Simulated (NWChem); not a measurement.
C$_{3}$H$_{6}$O; SMILES C=COC

```xyz
10

C     -0.1035     1.8741     0.0040
C      0.3367     0.6146    -0.0044
O     -0.4870    -0.4504    -0.0055
C      0.1264    -1.7100    -0.0007
H     -1.1724     2.0974     0.0118
H      0.6110     2.6971     0.0024
H      1.4112     0.3826    -0.0123
H     -0.6731    -2.4624    -0.0028
H      0.7484    -1.8622     0.9000
H      0.7559    -1.8653    -0.8958
```
Atoms are numbered in this order, from 1.

Geometry: optimised at PBE0/def2-SVP.

 Unshifted, non-relativistic core excitations; the lowest 4 roots alone, so stronger bands may lie above.

Q: List the first O K-edge excitations from BHandHLYP/6-311G** (spherical d), restricted-window TDA (NWChem).

A: 
| state | energy (eV) | dipole oscillator strength | leading excitation (squared amplitude) |
|---|---|---|---|
| S1 | 533.7 | 0.0118 | 1s of atom 3 or its equivalents → LUMO (0.94) |
| S2 | 534.5 | 0.0277 | 1s of atom 3 or its equivalents → LUMO+7 (0.63) |
| S3 | 535.3 | 0.0027 | 1s of atom 3 or its equivalents → LUMO+1 (0.96) |
| S4 | 536.0 | 0.0271 | 1s of atom 3 or its equivalents → LUMO+6 (0.33) |
